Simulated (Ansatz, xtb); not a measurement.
## Relaxing a trial structure of CuH6NOSi2

The starting geometry of this gas-phase singlet was built from a drawn formula by distance geometry and a force field; its bonds are those of `NO[SiH2][SiH2][Cu]`.

```xyz
11

Cu   -0.3217   -1.3119   -3.4334
N    -2.5709   -2.2010   -1.2603
O    -3.0822   -1.0957   -0.7378
Si   -1.7628   -0.0704   -0.3355
Si   -1.0065    0.8822   -2.1833
H    -2.8213   -3.0597   -0.6714
H    -2.9116   -2.2975   -2.2205
H    -2.2779    1.0065    0.5643
H    -0.7225   -0.8262    0.3809
H     0.1160    1.7796   -1.8464
H    -2.0993    1.6070   -2.8589
```

Task: Predict what it relaxes into with r2SCAN-D4/def2-SVP.

Result: A new bond forms, giving a structure given below by its coordinates. Distances that change by over a tenth: Cu1–Si5 (2.62 → 2.20 Å). Contacts that close: Cu1–N2 (3.25 → 2.00 Å).

The energy falls by 1.75 eV over 15 steps:

```tsv
step	E − E(last) (eV)
1	1.753
3	0.726
4	0.578
6	0.261
7	0.116
9	0.035
10	0.010
12	0.000
13	0.000
15	0.000
```

Final geometry (Å):

```yaml
atoms:
  - { symbol: Cu, position_ang: [-1.3639, -1.1796, -2.8296] }
  - { symbol: N, position_ang: [-2.4823, -2.2720, -1.5791] }
  - { symbol: O, position_ang: [-2.9338, -1.2470, -0.6829] }
  - { symbol: Si, position_ang: [-1.8061, 0.0736, -0.3770] }
  - { symbol: Si, position_ang: [-0.8745, 0.9172, -2.3767] }
  - { symbol: H, position_ang: [-2.0412, -2.9934, -0.9934] }
  - { symbol: H, position_ang: [-3.3516, -2.6942, -1.9208] }
  - { symbol: H, position_ang: [-2.7032, 0.8409, 0.5430] }
  - { symbol: H, position_ang: [-0.7023, -0.5295, 0.4529] }
  - { symbol: H, position_ang: [0.4853, 1.4128, -1.9861] }
  - { symbol: H, position_ang: [-1.6873, 2.0839, -2.8526] }
```

From the same start GFN2-xTB reaches the same bonding as this run.

The end wasn't checked by frequencies. Run with Ansatz 0.2.0, 84 s on 2 threads of Arm Neoverse V2, with other jobs on the host.
